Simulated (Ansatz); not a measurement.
## Nudged elastic band run: C₄H₁₂OSi

Input file:

```yaml
crystal:
  periodic: [false, false, false]
  atoms:
    - { symbol: C, position_ang: [0.981951, -0.540952, -2.086741] }
    - { symbol: C, position_ang: [1.448827, -0.624641, -0.619862] }
    - { symbol: C, position_ang: [0.603184, 0.236317, 0.365219] }
    - { symbol: O, position_ang: [0.631615, 1.632068, 0.004433] }
    - { symbol: Si, position_ang: [-1.210537, -0.280399, 0.496945] }
    - { symbol: C, position_ang: [-1.999433, 0.555472, 1.96097] }
    - { symbol: H, position_ang: [1.680516, -1.060241, -2.735928] }
    - { symbol: H, position_ang: [0.003961, -0.993526, -2.214387] }
    - { symbol: H, position_ang: [0.920579, 0.4946, -2.407241] }
    - { symbol: H, position_ang: [1.433189, -1.661571, -0.28923] }
    - { symbol: H, position_ang: [2.485815, -0.29295, -0.566413] }
    - { symbol: H, position_ang: [1.059516, 0.107227, 1.354437] }
    - { symbol: H, position_ang: [1.593397, 1.872682, 0.013213] }
    - { symbol: H, position_ang: [-1.910203, 0.065094, -0.692956] }
    - { symbol: H, position_ang: [-1.261491, -1.694071, 0.663849] }
    - { symbol: H, position_ang: [-1.946535, 1.632627, 1.869583] }
    - { symbol: H, position_ang: [-1.508671, 0.27998, 2.885585] }
    - { symbol: H, position_ang: [-3.043281, 0.283584, 2.050427] }
magnetization:
  spin_polarized: true
basis:
  gaussian: { orbitals: STO-3G }
hamiltonian:
  xc: hf
neb:
  order_check: false
  images: 5
  f_tol: 0.05
  max_iterations: 60
  final_atoms:
    - { symbol: C, position_ang: [0.93995722, -0.51354528, -2.06984051] }
    - { symbol: C, position_ang: [1.45130961, -0.79645585, -0.63127367] }
    - { symbol: C, position_ang: [0.71471662, -0.20730458, 0.5955418] }
    - { symbol: O, position_ang: [0.84585033, 1.44351968, 0.22831216] }
    - { symbol: Si, position_ang: [-1.16483129, -0.41989033, 0.5091438] }
    - { symbol: C, position_ang: [-1.97012476, 0.46408923, 1.9453623] }
    - { symbol: H, position_ang: [1.61753679, -0.93841969, -2.80524569] }
    - { symbol: H, position_ang: [-0.04178142, -0.94629862, -2.2328621] }
    - { symbol: H, position_ang: [0.86858356, 0.55371941, -2.25991013] }
    - { symbol: H, position_ang: [1.4397323, -1.87462536, -0.47385775] }
    - { symbol: H, position_ang: [2.50433466, -0.50755596, -0.59896951] }
    - { symbol: H, position_ang: [0.65525228, 1.92290114, 1.06879187] }
    - { symbol: H, position_ang: [1.80162832, 1.63218155, 0.07352767] }
    - { symbol: H, position_ang: [-1.81715228, 0.05363487, -0.67011509] }
    - { symbol: H, position_ang: [-1.45334804, -1.81082019, 0.61901954] }
    - { symbol: H, position_ang: [-1.84872449, 1.53814532, 1.87829515] }
    - { symbol: H, position_ang: [-1.54665276, 0.14986275, 2.89063715] }
    - { symbol: H, position_ang: [-3.03388767, 0.26816193, 1.98534601] }
  initial_path:
    images:
      - { positions_ang: [[0.981951, -0.540952, -2.086741], [1.448827, -0.624641, -0.619862], [0.603184, 0.236317, 0.365219], [0.631615, 1.632068, 0.004433], [-1.210537, -0.280399, 0.496945], [-1.999433, 0.555472, 1.96097], [1.680516, -1.060241, -2.735928], [0.003961, -0.993526, -2.214387], [0.920579, 0.4946, -2.407241], [1.433189, -1.661571, -0.28923], [2.485815, -0.29295, -0.566413], [1.059516, 0.107227, 1.354437], [1.593397, 1.872682, 0.013213], [-1.910203, 0.065094, -0.692956], [-1.261491, -1.694071, 0.663849], [-1.946535, 1.632627, 1.869583], [-1.508671, 0.27998, 2.885585], [-3.043281, 0.283584, 2.050427]] }
      - { positions_ang: [[1.01138958, -0.50795059, -2.1009875], [1.43074415, -0.6628331, -0.64705153], [0.60191179, 0.18193144, 0.36134363], [0.71929928, 1.58191317, 0.04336649], [-1.20382292, -0.34287094, 0.5333275], [-1.9959658, 0.55735189, 1.96033463], [1.67674592, -1.03134729, -2.76671744], [0.00821116, -0.86766832, -2.2623625], [1.01152553, 0.55661023, -2.37533853], [1.37992081, -1.71213108, -0.36387287], [2.47703395, -0.36988989, -0.56673118], [0.87557124, 0.4017444, 1.31188551], [1.63880525, 1.80445513, 0.02563729], [-1.93339941, -0.05914215, -0.67104787], [-1.24767, -1.76771781, 0.77792915], [-1.96122915, 1.63548598, 1.81951891], [-1.48610827, 0.34137602, 2.89307293], [-3.04056414, 0.2719829, 2.07959639]] }
      - { positions_ang: [[1.04082817, -0.47494918, -2.11523399], [1.4126613, -0.7010252, -0.67424106], [0.60063957, 0.12754588, 0.35746826], [0.80698357, 1.53175835, 0.08229998], [-1.19710883, -0.40534287, 0.56971001], [-1.99249859, 0.55923178, 1.95969925], [1.67297585, -1.00245357, -2.79750688], [0.01246133, -0.74181063, -2.31033801], [1.10247206, 0.61862047, -2.34343606], [1.32665262, -1.76269116, -0.43851574], [2.4682529, -0.44682978, -0.56704936], [0.69162648, 0.6962618, 1.26933401], [1.6842135, 1.73622827, 0.03806159], [-1.95659581, -0.18337831, -0.64913975], [-1.233849, -1.84136462, 0.89200931], [-1.9759233, 1.63834495, 1.76945483], [-1.46354554, 0.40277203, 2.90056085], [-3.03784728, 0.2603818, 2.10876577]] }
      - { positions_ang: [[1.07026675, -0.44194777, -2.12948049], [1.39457845, -0.7392173, -0.70143059], [0.59936736, 0.07316031, 0.35359288], [0.89466785, 1.48160352, 0.12123347], [-1.19039475, -0.46781481, 0.60609251], [-1.98903139, 0.56111166, 1.95906388], [1.66920577, -0.97355986, -2.82829632], [0.01671149, -0.61595295, -2.35831351], [1.19341859, 0.6806307, -2.3115336], [1.27338443, -1.81325123, -0.51315861], [2.45947185, -0.52376967, -0.56736755], [0.50768172, 0.9907792, 1.22678252], [1.72962175, 1.6680014, 0.05048588], [-1.97979222, -0.30761446, -0.62723162], [-1.22002799, -1.91501143, 1.00608946], [-1.99061745, 1.64120393, 1.71939074], [-1.44098281, 0.46416805, 2.90804878], [-3.03513041, 0.2487807, 2.13793516]] }
      - { positions_ang: [[1.02683024, -0.46581361, -2.1096005], [1.41348884, -0.75829682, -0.67804495], [0.63781711, -0.02032798, 0.43424252], [0.87839535, 1.46890891, 0.15692637], [-1.18187359, -0.45183998, 0.57377627], [-1.98272918, 0.52877085, 1.95449669], [1.65198278, -0.96184647, -2.82061278], [-0.00278615, -0.72606817, -2.31649638], [1.08514025, 0.63832694, -2.29432577], [1.32883372, -1.83370927, -0.50005832], [2.47442612, -0.5183651, -0.57790154], [0.5568719, 1.30148651, 1.17411897], [1.75362394, 1.65606145, 0.05816648], [-1.92557891, -0.18719802, -0.64152611], [-1.29780134, -1.88028101, 0.87706615], [-1.94331979, 1.60685106, 1.77235888], [-1.47620612, 0.35939962, 2.9022449], [-3.03471617, 0.25524111, 2.08707211]] }
      - { positions_ang: [[0.98339373, -0.48967944, -2.08972051], [1.43239922, -0.77737634, -0.65465931], [0.67626687, -0.11381628, 0.51489216], [0.86212284, 1.45621429, 0.19261926], [-1.17335244, -0.43586516, 0.54146004], [-1.97642697, 0.49643004, 1.94992949], [1.63475978, -0.95013308, -2.81292923], [-0.02228378, -0.8361834, -2.27467924], [0.97686191, 0.59602318, -2.27711795], [1.38428301, -1.85416731, -0.48695803], [2.48938039, -0.51296053, -0.58843553], [0.60606209, 1.61219383, 1.12145542], [1.77762613, 1.6441215, 0.06584707], [-1.8713656, -0.06678158, -0.6558206], [-1.37557469, -1.8455506, 0.74804285], [-1.89602214, 1.57249819, 1.82532701], [-1.51142944, 0.25463118, 2.89644103], [-3.03430192, 0.26170152, 2.03620906]] }
      - { positions_ang: [[0.93995722, -0.51354528, -2.06984051], [1.45130961, -0.79645585, -0.63127367], [0.71471662, -0.20730458, 0.5955418], [0.84585033, 1.44351968, 0.22831216], [-1.16483129, -0.41989033, 0.5091438], [-1.97012476, 0.46408923, 1.9453623], [1.61753679, -0.93841969, -2.80524569], [-0.04178142, -0.94629862, -2.2328621], [0.86858356, 0.55371941, -2.25991013], [1.4397323, -1.87462536, -0.47385775], [2.50433466, -0.50755596, -0.59896951], [0.65525228, 1.92290114, 1.06879187], [1.80162832, 1.63218155, 0.07352767], [-1.81715228, 0.05363487, -0.67011509], [-1.45334804, -1.81082019, 0.61901954], [-1.84872449, 1.53814532, 1.87829515], [-1.54665276, 0.14986275, 2.89063715], [-3.03388767, 0.26816193, 1.98534601]] }
```

Command:

```bash
$ ansatz run input.yaml --threads 1 --pin off --max-ram 2048MiB --backend cpu --events-out ev --progress --plain --runs-dir out
```

Output, in part (warnings, iteration lines, the closing report on the highest movable image, with atoms numbered from 0):

```
NEB end point (image 0): max|allowed force component| = 1.674e-2 eV/Å (the criterion of neb.relax_end_points is 1.000e-2)
NEB end point (image 6): max|allowed force component| = 1.905e-2 eV/Å (the criterion of neb.relax_end_points is 1.000e-2)
NEB iter   1: max|band force component| = 1.375e1 eV/Å  barrier→ = 7.4478 eV  barrier← = 2.8110 eV  Δτ_max = 0.2000 Å  (291 SCF iters)
NEB iter   2: max|band force component| = 2.906e0 eV/Å  barrier→ = 5.4377 eV  barrier← = 0.8009 eV  Δτ_max = 0.1542 Å  (162 SCF iters)
NEB iter   3: max|band force component| = 1.385e0 eV/Å  barrier→ = 5.1389 eV  barrier← = 0.5020 eV  Δτ_max = 0.1926 Å  (162 SCF iters)
NEB iter   4: max|band force component| = 5.742e-1 eV/Å  barrier→ = 4.9699 eV  barrier← = 0.3331 eV  Δτ_max = 0.0791 Å  (160 SCF iters)
NEB iter   5: max|band force component| = 1.210e0 eV/Å  barrier→ = 4.9411 eV  barrier← = 0.3042 eV  CI = image 4  Δτ_max = 0.2000 Å  (146 SCF iters)
NEB iter   6: max|band force component| = 2.500e0 eV/Å  barrier→ = 5.4037 eV  barrier← = 0.7669 eV  CI = image 4  Δτ_max = 0.1001 Å  (159 SCF iters)
NEB iter   7: max|band force component| = 8.854e-1 eV/Å  barrier→ = 5.4303 eV  barrier← = 0.7935 eV  CI = image 4  Δτ_max = 0.0656 Å  (149 SCF iters)
NEB iter   8: max|band force component| = 5.385e-1 eV/Å  barrier→ = 5.3864 eV  barrier← = 0.7495 eV  CI = image 4  Δτ_max = 0.1117 Å  (139 SCF iters)
NEB iter   9: max|band force component| = 2.168e-1 eV/Å  barrier→ = 5.3708 eV  barrier← = 0.7340 eV  CI = image 4  Δτ_max = 0.0503 Å  (164 SCF iters)
NEB iter  10: max|band force component| = 1.438e-1 eV/Å  barrier→ = 5.3671 eV  barrier← = 0.7303 eV  CI = image 4  Δτ_max = 0.0303 Å  (142 SCF iters)
NEB iter  11: max|band force component| = 5.436e-2 eV/Å  barrier→ = 5.3657 eV  barrier← = 0.7289 eV  CI = image 4  Δτ_max = 0.0647 Å  (143 SCF iters)
NEB iter  12: max|band force component| = 1.239e-1 eV/Å  barrier→ = 5.3649 eV  barrier← = 0.7281 eV  CI = image 4  Δτ_max = 0.0138 Å  (138 SCF iters)
NEB iter  13: max|band force component| = 7.618e-2 eV/Å  barrier→ = 5.3643 eV  barrier← = 0.7275 eV  CI = image 4  Δτ_max = 0.0324 Å  (147 SCF iters)
NEB iter  14: max|band force component| = 7.974e-2 eV/Å  barrier→ = 5.3639 eV  barrier← = 0.7271 eV  CI = image 4  Δτ_max = 0.0162 Å  (142 SCF iters)
NEB iter  15: max|band force component| = 1.946e-2 eV/Å  barrier→ = 5.3637 eV  barrier← = 0.7269 eV  CI = image 4  Δτ_max = 0.0000 Å  (454 SCF iters)
Total energy: -14038.09662783 eV, -515.8905357089 hartree
Atom 0 at     0.977304    -0.507819    -2.060434 Å, force    -0.004311     0.008320    -0.014075 eV/Å
Atom 1 at     1.458193    -0.712202    -0.600542 Å, force    -0.002990    -0.000676     0.015463 eV/Å
Atom 2 at     0.635819    -0.073497     0.528793 Å, force     0.003682    -0.007340     0.000002 eV/Å
Atom 3 at     0.743865     1.592294     0.254784 Å, force     0.009555     0.000426    -0.002164 eV/Å
Atom 4 at    -1.211196    -0.376641     0.520376 Å, force     0.007634     0.000494    -0.001032 eV/Å
Atom 5 at    -2.011286     0.485805     1.966083 Å, force     0.003785    -0.000928     0.002036 eV/Å
Atom 6 at     1.686445    -0.943692    -2.758057 Å, force     0.000068    -0.001501     0.002681 eV/Å
Atom 7 at     0.013001    -0.977728    -2.224562 Å, force     0.002070     0.001232     0.002958 eV/Å
Atom 8 at     0.878450     0.547473    -2.298797 Å, force     0.002898    -0.006235     0.003257 eV/Å
Atom 9 at     1.465016    -1.781262    -0.388499 Å, force    -0.002775     0.005653     0.001077 eV/Å
Atom 10 at     2.500010    -0.391853    -0.540989 Å, force     0.000116     0.000746    -0.001649 eV/Å
Atom 11 at     1.084553     1.115027     1.131795 Å, force    -0.010714    -0.006200    -0.006372 eV/Å
Atom 12 at     1.569006     1.752251    -0.264312 Å, force    -0.005467     0.003350    -0.002349 eV/Å
Atom 13 at    -1.869628     0.057420    -0.668217 Å, force     0.000838     0.000631     0.002812 eV/Å
Atom 14 at    -1.413976    -1.781591     0.640316 Å, force    -0.001728     0.003609    -0.000857 eV/Å
Atom 15 at    -1.881560     1.558746     1.905310 Å, force    -0.001221    -0.000443     0.001555 eV/Å
Atom 16 at    -1.586539     0.158997     2.906329 Å, force    -0.000319    -0.000594    -0.002514 eV/Å
Atom 17 at    -3.075077     0.289571     2.002525 Å, force    -0.001121    -0.000546    -0.000828 eV/Å
Dipole moment:     0.353863     0.233598    -0.100067 e Å
```

The run converged. Neighbouring images differ by up to 2.6 eV, so the band resolves the path poorly. A vibrational analysis at the climbing image gives one clearly imaginary mode, 1500i cm⁻¹: a first-order saddle point. The orbitals stay closed-shell, which can raise the energy where a bond breaks towards radicals; this wasn't checked here. Limits of this set-up: minimal basis.

Final band (atoms are numbered from 1 in the order of the input):

```tsv
image	path coordinate (Å)	energy (eV)	C3–H12 (Å)	O4–H12 (Å)
0	0.00	0.00	1.10	2.08
1	0.39	0.03	1.10	2.06
2	0.77	0.75	1.09	1.82
3	1.16	3.38	1.14	1.44
4	1.55	5.36	1.41	1.05
5	2.23	4.69	2.09	0.98
6	2.91	4.64	2.18	0.99
```

Time of the run: 120 s on 1 thread of Arm Neoverse V2, with other jobs on the host, peak memory 0.13 GiB.
